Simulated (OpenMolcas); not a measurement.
## Ga²⁺: from CASSCF to CASPT2

```json
{
 "Program": "OpenMolcas 26.06",
 "Basis": "ANO-R1 [5s4p3d1f]",
 "Scalar Hamiltonian": "X2C, finite nucleus",
 "Active space": "1 electron in 4 orbitals (4s 4p)",
 "State averaging": "2S+1 = 2 even, 1 root; 2S+1 = 2 odd, 3 roots",
 "Spin-orbit coupling": "state interaction with AMFI integrals over the reference wave functions, term energies averaged over their components"
}
```

Methods on the same reference wave functions:
A. CASSCF
B. SS-CASPT2, IPEA 0.25 Eh, imaginary shift 0.1 Eh (closed shells correlated: 3d)

Energies in cm-1 above 4s 2S 1/2, the measured ground level; measured values from Shirai, Reader, Kramida and Sugar, J. Phys. Chem. Ref. Data 36, 509 (2007).

```tsv
Level	A	B	Measured
4s 2S 1/2	0.0	0.0	0.0
4p 2P* 1/2	63546	64120	65169
4p 2P* 3/2	65301	65874	66888
```

Deviations, from unrounded energies. A percentage is the sum of absolute deviations over the sum of measured energies, with the sign that they share, or ± where signs differ.

```tsv
Against measurement	Levels	A	B
mean absolute deviation (cm-1)	2	1600	1000
other configurations (%)	2	-2.4	-1.6
```

B lies closest to measurement on these levels. The largest miss of B in the table is 4p 2P* 1/2, by -1000 cm-1. The ranking rests on the paired levels alone, and a cruder setting can come out closer through cancelling errors.

The lowest spin-free term lies below A's lowest term by 0.367 hartree in B.

With one active electron the reference holds no correlation, so core polarisation is missing (holds for A). With one active electron, CASPT2 adds the correlation within the correlated inactive shells and between them and that electron, and leaves the splitting within a term as the reference gives it (holds for B). Measured partners are found by configuration, term and J. A level has none where our copy of the source lacks it or the pairing is in doubt (some pairs that miss far off the trend of their configuration count as doubtful), and it then counts in no deviation. Levels of configurations outside the active space are missing.

* marks odd parity.
